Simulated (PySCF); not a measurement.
# SMILES C=P1(C)CCPCC1, C$_{6}$H$_{14}$P$_{2}$

Cartesian coordinates in Å; atom numbers follow the order of the lines, from 1:
```xyz
22

C     1.3007   -0.3918    2.2346
P     0.7757   -0.2392    0.6226
C     1.7056   -0.5471   -0.9814
C     0.1653    1.4726    0.3987
C    -0.7121    1.7151   -0.8204
P    -2.2747    0.7104   -0.9101
C    -1.5702   -1.0067   -0.7972
C    -0.7104   -1.2904    0.4250
H     1.5955   -1.4222    2.4386
H     2.1346    0.2849    2.4274
H     2.0568   -1.5798   -0.9638
H     1.1285   -0.3794   -1.8868
H     2.5761    0.1102   -0.9812
H     1.0444    2.1270    0.3671
H    -0.3777    1.6983    1.3223
H    -0.1624    1.5382   -1.7497
H    -1.0250    2.7652   -0.8370
H    -2.5663    0.8119    0.4573
H    -1.0186   -1.1928   -1.7234
H    -2.4283   -1.6881   -0.8027
H    -1.2799   -1.1454    1.3489
H    -0.3679   -2.3316    0.4105
```

Level of theory: GIAO B97-D/ANO-RCC-VDZP magnetisability, rotational g tensor and spin-rotation constants, non-relativistic, gas phase (PySCF). Geometry: GFN2-xTB.

Q: Give the nuclear spin-rotation constants along the inertial axes (H = +C I·J) beside the isotropic shieldings.

A: Rotational constants 2.2463, 1.0646, 0.9796 GHz. A star marks the isotopologue with that one atom substituted, in its own axes.
| atom | isotope | Caa (kHz) | Cbb (kHz) | Ccc (kHz) | mean (kHz) | σ (ppm) |
| --- | --- | --- | --- | --- | --- | --- |
| P2 | 31P | 2.921 | 1.800 | 1.437 | 2.053 | 365.0 |
| P6 | 31P | 3.007 | 1.477 | 1.244 | 1.910 | 428.3 |
| H9 | 1H | -0.137 | -0.031 | -0.119 | -0.096 | 31.9 |
| H10 | 1H | -0.136 | -0.031 | -0.119 | -0.095 | 31.9 |
| H11 | 1H | -0.188 | -0.034 | -0.093 | -0.105 | 31.1 |
| H12 | 1H | -0.005 | -0.123 | -0.070 | -0.066 | 29.8 |
| H13 | 1H | -0.192 | -0.031 | -0.094 | -0.106 | 31.1 |
| H14 | 1H | -0.188 | 0.013 | -0.106 | -0.093 | 29.4 |
| H15 | 1H | -0.264 | -0.111 | 0.036 | -0.113 | 29.8 |
| H16 | 1H | -0.259 | -0.118 | 0.030 | -0.116 | 30.3 |
| H17 | 1H | -0.179 | -0.005 | -0.099 | -0.095 | 29.9 |
| H18 | 1H | -0.219 | -0.122 | 0.045 | -0.099 | 28.7 |
| H19 | 1H | -0.259 | -0.118 | 0.030 | -0.116 | 30.3 |
| H20 | 1H | -0.179 | -0.005 | -0.100 | -0.095 | 29.9 |
| H21 | 1H | -0.264 | -0.111 | 0.036 | -0.113 | 29.8 |
| H22 | 1H | -0.188 | 0.013 | -0.106 | -0.093 | 29.4 |
| C1 | 13C* | 0.243 | 0.133 | 0.118 | 0.165 | 185.7 |
| C3 | 13C* | 0.365 | 0.162 | 0.125 | 0.217 | 165.3 |
| C4 | 13C* | 0.390 | 0.211 | 0.143 | 0.248 | 148.9 |
| C5 | 13C* | 0.337 | 0.169 | 0.142 | 0.216 | 162.7 |

For the geometry as given, no vibrational averaging.
